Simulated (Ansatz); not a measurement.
C2H6AlFS, SMILES `[CH3][AlH][CH](F)S`. The species carries charge 0 and has multiplicity 1. The structure was optimised at the PBE0-D4/def2-TZVP level. It is one conformer, not always the lowest.

```xyz
11

C     0.152   -0.879   -1.510
Al    0.596    0.601   -0.317
C    -0.622    1.038    1.172
F    -1.976    0.832    1.215
S     0.301   -0.262    2.108
H    -0.751   -1.413   -1.203
H    -0.025   -0.502   -2.523
H     0.968   -1.603   -1.583
H     1.861    1.546   -0.459
H    -0.383    1.946    1.735
H    -0.119   -1.304    1.364
```

(1) What is the dipole moment at PBE/def2-TZVPP? (An estimate is asked.)

(2) And with r2SCAN, B3LYP, ωB97M-V? (Best estimate.)

(3) Give the Mulliken charges with PBE, ωB97M-V, r2SCAN in def2-TZVPP. (Best estimate.)

## Answers

(1) Computed: 0.63 D, with components (0.26, -0.52, -0.24) D in this frame, pointing from negative to positive charge.

(2) Computed: r2SCAN 0.66 D, B3LYP 0.70 D, ωB97M-V 0.73 D.

(3) Ansatz gave: 
```tsv
atom	PBE	ωB97M-V	r2SCAN
C1	-0.46	-0.54	-0.41
Al2	0.36	0.44	0.49
C3	0.00	-0.06	0.02
F4	-0.18	-0.21	-0.22
S5	-0.12	-0.10	-0.12
H6	0.09	0.10	0.06
H7	0.10	0.11	0.07
H8	0.10	0.12	0.08
H9	-0.13	-0.12	-0.16
H10	0.10	0.12	0.07
H11	0.14	0.14	0.12
```

B3LYP here is the variant with VWN-RPA as its local correlation; programs differ in this.
